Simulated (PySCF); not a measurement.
C2H8O2Si, SMILES O([Si@@H](C)O)C.

Geometry optimised at r2SCAN-D4/def2-SVP. The structure was generated by enumeration; whether it is a known compound was not checked. One conformer was computed; it need not be the lowest.

Two levels are set side by side: PBE/def2-TZVP (PySCF) and CAM-B3LYP/def2-TZVP (PySCF). Same geometry, gas phase. Differences are taken from unrounded values.

```csv
quantity,PBE
orbital gap (eV),6.45
highest occupied level (eV),-6.52
lowest empty level (eV),-0.07
dipole moment (D),0.63
mean polarisability (bohr³),58.1
```

Question: These are the PBE values. What does CAM-B3LYP give? (The exact figures need the calculation; the answer reports its results.)

Answer: 
```csv
quantity,CAM-B3LYP,PBE minus CAM-B3LYP
orbital gap (eV),11.15,-4.70
highest occupied level (eV),-9.54,3.02
lowest empty level (eV),1.61,-1.68
dipole moment (D),0.64,-0.01
mean polarisability (bohr³),55.1,3.0
```

Without exact exchange PBE keeps part of each electron's self-repulsion, which lifts occupied levels and narrows the gap. PBE's more diffuse valence density responds more strongly to a field. Differences between two approximate levels are no errors against the true value.

Rough cost on one machine, each run with all the roots and properties that it gave: CAM-B3LYP against PBE within a factor of 2.
